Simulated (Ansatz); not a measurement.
`[BH2][GaH2]` + `[NH2][AlH][OH]` → `B[O][AlH][NH2]` + `[GaH3]`  (cleavage of the B–Ga bond)

Program: Ansatz. Geometries: PBE0-D4/def2-TZVP. ΔE: electronic, gas phase. CCSD(T)/CBS adds triple-zeta CCSD(T) − MP2 to the extrapolated MP2 energy (def2 sets, frozen cores). This one scheme is used for every species. Functionals use def2-TZVPP. HSE06 is defined as in plane-wave codes. For Ga outer-core shells are correlated without core-valence functions, which leaves a few kJ/mol of doubt a bond. Scalar relativity is left out up to krypton. Each species was taken in one conformer, which may not be the lowest.

`[BH2][GaH2]`:

Z-matrix (Å, degrees):
```
B
Ga 1 2.065
H 1 1.199 2 122.1
H 1 1.199 2 122.2 3 -179.9
H 2 1.576 1 122.1 3 89.9
H 2 1.576 1 122.3 3 -90.0
```

`[NH2][AlH][OH]`:

Cartesian coordinates in Å:
```
N 0.357 -0.691 -1.087
Al 0.035 0.477 0.190
O -0.806 -0.090 1.552
H 0.082 -1.659 -1.068
H 0.845 -0.478 -1.941
H 0.515 1.976 0.056
H -1.028 0.464 2.297
```

`B[O][AlH][NH2]`:

Cartesian coordinates in Å:
```
B -1.971 -0.387 0.824
O -0.773 -0.425 0.245
Al 0.740 -0.489 -0.498
N 1.712 0.976 -0.526
H -2.076 -0.645 1.997
H -2.941 -0.094 0.171
H 1.236 -1.836 -1.136
H 1.445 1.864 -0.134
H 2.626 1.037 -0.944
```

`[GaH3]`:

```xyz
4

Ga    0.001    0.000    0.000
H    -0.820    0.128   -1.331
H    -0.034   -1.338    0.817
H     0.854    1.211    0.514
```

```
         level  ΔE (kJ/mol)  difference from CCSD(T)/CBS
   LDA (SPW92)       -155.8                         -4.9
       ωB97X-V       -157.9                         -7.0
        revPBE       -144.6                          6.3
          BLYP       -157.7                         -6.8
         HSE06       -152.0                         -1.1
         BHLYP       -168.0                        -17.1
     CAM-B3LYP       -166.9                        -16.0
 HF/def2-TZVPP       -175.2                        -24.3
MP2/def2-TZVPP       -159.7                         -8.8
 HF/def2-QZVPP       -176.8                        -25.9
   CCSD(T)/CBS       -150.9                            0
```

Largest T1 diagnostic among the species: 0.014.

Leaving LDA and LC-ωPBE aside and taking each functional with its dispersion term where it has one, the values, not all of them listed here, spread over 21.0 kJ/mol, from BHLYP-D4 to revPBE-D4. LDA lies −8.4 kJ/mol from PBE without D4. From PBE to PBE0 (25 % exact exchange), in def2-TZVPP and without D4, ΔE moves by −4.5 kJ/mol. At CCSD(T), def2-SVP lies −34.8 kJ/mol from the extrapolated value and def2-TZVPP −4.8 kJ/mol.
